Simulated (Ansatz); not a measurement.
`[F][Hf]([F])([Br])[Br]` + HCl → `[F][Hf]([F])([Cl])[Br]` + HBr at 700 K and 1 bar (ligand exchange at the Hf–Br bond).

Isolated molecules relaxed with PBE0-D4/def2-TZVP in Ansatz; ΔE leaves out vibrations. CBS: MP2 limit from def2 TZ/QZ plus the TZ coupled-cluster correction, frozen cores. This one scheme is used for every species. Elements past krypton have def2 core potentials. For Br, Hf outer-core shells are correlated without core-valence functions, which leaves a few kJ/mol of doubt a bond. Scalar relativity is left out up to krypton.

```csv
species,CCSD(T)/CBS energy (Eh),H − E (kJ/mol),S (J/(mol·K))
`[F][Hf]([F])([Br])[Br]`,-5394.44334,77.9,476.3
HCl,-460.38127,38.4,211.8
`[F][Hf]([F])([Cl])[Br]`,-3280.90483,78.1,470.1
HBr,-2573.91920,36.5,223.7
```

H − E and S are ideal-gas, rigid-rotor, harmonic terms from PBE0-D4/def2-TZVP. 1 Eh = 2625.50 kJ/mol, R = 8.31446 J/(mol·K).

Question: By hand: ΔE, ΔH, ΔS and ΔG.

Answer: ΔE = (-3280.90483) + (-2573.91920) − (-5394.44334) − (-460.38127) = 0.00058 Eh = 1.5 kJ/mol. Δ(H − E) = 78.1 + 36.5 − 77.9 − 38.4 = -1.7, so ΔH = -0.2 kJ/mol. ΔS = 470.1 + 223.7 − 476.3 − 211.8 = 5.7 J/(mol·K). ΔG = -0.2 − 700 × (5.7)/1000 = -4.2 kJ/mol.

Question: By hand: the equilibrium constant, and the temperature at which ΔG would vanish if ΔH and ΔS stayed fixed.

Answer: log₁₀ K = −ΔG/(RT ln 10) = 0.3. ΔH and −TΔS have one sign here, so there is no such temperature.

TΔS isn't small against ΔH here. The sign of ΔG lies within the doubt. A doubt of 5 kJ/mol in ΔE shifts log₁₀ K by 0.4 here. These are equilibria of isolated gas molecules and say nothing of rates. Largest T1 diagnostic: 0.014 (customary marks: 0.02 for closed shells, 0.045 for open ones).

ΔS is within the doubt of such terms, so its sign, and with it that verdict, could turn.
